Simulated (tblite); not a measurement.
Species: C₅H₆NO₃ (doublet state).
SMILES with atom numbers: `[CH2:1]=[N:2][C@H:3]1[CH:4][O:5][C:6](=[O:7])[O:8][CH2:9]1` (hydrogens: H10, H11 on C1; H12 on C3; H13 on C4; H14, H15 on C9)

Geometry (GFN2-xTB, Å), atoms numbered from 1 in this order:
```
atom  x, y, z in Å
C1     2.6467    0.3777   -0.2695
N2     1.5673    0.0231   -0.7957
C3     0.3384    0.1123   -0.0619
C4    -0.5424    1.1362   -0.6795
O5    -1.8849    0.9850   -0.6661
C6    -2.4975   -0.0481   -0.0512
O7    -3.6719   -0.0123    0.1668
O8    -1.7462   -1.0992    0.3069
C9    -0.4249   -1.2201   -0.1879
H10    3.5469    0.3065   -0.8604
H11    2.7440    0.7548    0.7533
H12    0.5041    0.3315    1.0155
H13   -0.1894    1.8878   -1.3598
H14   -0.4357   -1.5185   -1.2428
H15    0.0413   -2.0088    0.4048
```

Level: GFN2-xTB in tblite, geometry and Hessian alike; calculated harmonic values, unscaled, isolated species. This tight-binding method is rough: wavenumbers can miss measured ones by several per cent, in bad cases by 10 to 20. One conformer, not necessarily the lowest. Open shells enter through the occupations alone, without spin polarisation, and single modes of such species can be off by tens of per cent.

Harmonic wavenumbers (cm⁻¹): 48.9, 68.0, 177.2, 191.7, 275.7, 302.4, 361.5, 417.5, 423.2, 538.5, 566.2, 674.5, 707.9, 732.2, 829.5, 947.2, 985.9, 1007.5, 1039.2, 1063.0, 1096.2, 1113.4, 1155.4, 1175.3, 1200.1, 1241.9, 1250.8, 1283.3, 1322.9, 1410.7, 1462.8, 1738.3, 1779.7, 2708.5, 2893.5, 2935.2, 2990.9, 3089.5, 3141.8.

A = 5076, B = 1031, C = 895.1 MHz; mass 128.035 u (most abundant isotopes); point group C1, symmetry number 1; spin multiplicity 2.

Q: Zero-point energy?

A: Half the sum of the wavenumbers: 23174 cm⁻¹ = 277.22 kJ/mol.

Q: Give the ideal-gas entropy at 273.15 K and 1 bar in the rigid-rotor, harmonic-oscillator model (classical rotation).

A: Translation 167.55, rotation 118.65, vibration 85.68, spin (R ln 2) 5.76: S = 377.6 J/(mol K).

Q: And Cp and H(273.15 K) − H(0)?

A: Cp = 127.78 J/(mol K), of which vibrations give 94.52 (their classical limit is 39 R = 324.3); H(273.15 K) − H(0) = 21.66 kJ/mol without the zero-point energy, 12.58 from vibrations.

Q: Blend soft modes into free rotors: weight 1/[1 + (100 cm⁻¹/ν̃)⁴] for the oscillator and the rest for a rotor with moment μB/(μ + B), μ = h/(8π²ν), B = 10⁻⁴⁴ kg m². What vibrational entropy results?

A: 77.94 J/(mol K) in place of 85.68, which changes −T·S at 273.15 K by +2.11 kJ/mol.

Q: What must be added to the electronic energy to get the Gibbs energy at 273.15 K and 1 bar?

A: ZPE + [H(273.15 K) − H(0)] − T·S = 277.22 + 21.66 − 103.15 = 195.73 kJ/mol.

Hindered rotation and anharmonicity are outside this model. Other conformers, if any are populated, would add a mixing term that is left out. The structure is chiral; the term R ln 2 for an equal mix with its mirror image is left out.
